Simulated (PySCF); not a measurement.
Job file and geometry (Å, from GFN2-xTB) of an NMR shielding run on `COCC(F)(F)F`, C3H5F3O, GIAO PBE0/pcSseg-1 NMR shielding, non-relativistic, gas phase in PySCF 2.14.0, density-fitted response routines; density fitting, a coarse starting grid and PySCF grid level 2 are the driver's defaults:

```
{"job": {"kind": "nmr", "xc": "PBE0", "basis": "pcSseg-1"}, "charge": 0, "multiplicity": 1}
C      1.656990    -0.251268    -0.114610
O      0.633940     0.117530    -1.020580
C     -0.488208     0.695211    -0.437928
C     -1.348591    -0.294402     0.363248
F     -2.576893     0.207050     0.568975
F     -0.844757    -0.560326     1.579802
F     -1.499966    -1.466029    -0.255900
H      2.508492    -0.529816    -0.730745
H      1.367494    -1.103573     0.506137
H      1.928453     0.590601     0.531159
H     -0.228737     1.522321     0.241387
H     -1.107020     1.072015    -1.256972
```

**Question.** Write the output of this run.

**Answer.** 
```
coarse grid: 10704 points
cycle   1  E = -491.2998400222  dE =  1.025e+00  |g| = 9.771e-01  |ddm| = 2.861e+00
cycle   2  E = -491.1051724925  dE =  1.947e-01  |g| = 1.498e+00  |ddm| = 1.327e+00
cycle   3  E = -491.4594770366  dE = -3.543e-01  |g| = 6.661e-02  |ddm| = 8.498e-01
cycle   4  E = -491.4599143540  dE = -4.373e-04  |g| = 4.711e-02  |ddm| = 5.801e-02
cycle   5  E = -491.4602853225  dE = -3.710e-04  |g| = 9.215e-03  |ddm| = 2.982e-02
cycle   6  E = -491.4602974280  dE = -1.211e-05  |g| = 2.694e-03  |ddm| = 7.122e-03
cycle   7  E = -491.4602989325  dE = -1.505e-06  |g| = 2.870e-04  |ddm| = 2.266e-03
final grid: 106504 points
cycle   8  E = -491.5317531884  dE = -4.080e-05  |g| = 1.072e-02  |ddm| = 2.130e-02
cycle   9  E = -491.5317338226  dE =  1.937e-05  |g| = 1.532e-02  |ddm| = 1.344e-02
cycle  10  E = -491.5317740711  dE = -4.025e-05  |g| = 1.099e-03  |ddm| = 8.101e-03
cycle  11  E = -491.5317743320  dE = -2.609e-07  |g| = 2.171e-04  |ddm| = 1.094e-03
cycle  12  E = -491.5317743403  dE = -8.287e-09  |g| = 8.845e-05  |ddm| = 1.987e-04
cycle  13  E = -491.5317743413  dE = -9.896e-10  |g| = 2.269e-05  |ddm| = 5.192e-05
converged SCF energy = -491.5317743413

GIAO shielding tensors (ppm)
atom      isotropic    diamagn.    paramagn.     s11        s22        s33       span
  0 C      125.244     246.182    -120.938     92.382    101.914    181.437     89.055
  1 O      325.339     393.705     -68.366    304.910    324.533    346.573     41.663
  2 C      111.780     246.313    -134.533     88.974     98.433    147.934     58.960
  3 C       53.154     243.094    -189.940     49.678     52.392     57.392      7.714
  4 F      258.360     470.754    -212.394    173.048    256.510    345.522    172.474
  5 F      246.234     475.586    -229.353    163.377    245.359    329.964    166.587
  6 F      264.776     473.705    -208.929    177.573    277.542    339.213    161.640
  7 H       27.809      28.601      -0.792     23.876     25.370     34.179     10.303
  8 H       27.844      30.357      -2.513     23.571     27.247     32.713      9.142
  9 H       28.567      29.678      -1.111     25.312     26.254     34.135      8.823
 10 H       28.072      29.707      -1.635     24.210     28.452     31.553      7.343
 11 H       27.494      28.229      -0.735     23.019     27.585     31.877      8.858
```

**Question.** Turn these shieldings into chemical shifts. References, each an isolated molecule treated in the same way: $^{13}$C (σref 186.93), $^{1}$H (σref 31.72) against TMS; $^{17}$O (σref 336.08) vs H2O; CFCl3 for $^{19}$F (σref 170.95).

**Answer.** Averaging equivalent atoms: C 3: 133.8; C 2: 75.1; C 0: 61.7; O 1: 10.7; F 4/5/6: -85.5; H 10/11: 3.93; H 7/8/9: 3.64 ppm. Unscaled 19F shifts against computed CFCl3 carry errors that often reach 10 to 50 ppm. Experimental scales use liquid or dissolved standards, which lie at an offset from isolated H2O (liquid H2O: subtract about 36 ppm).

Size and cost of the density-fitted run: 144 basis functions, 28 s wall time on 1 thread of an x86-64 server CPU, shared host.
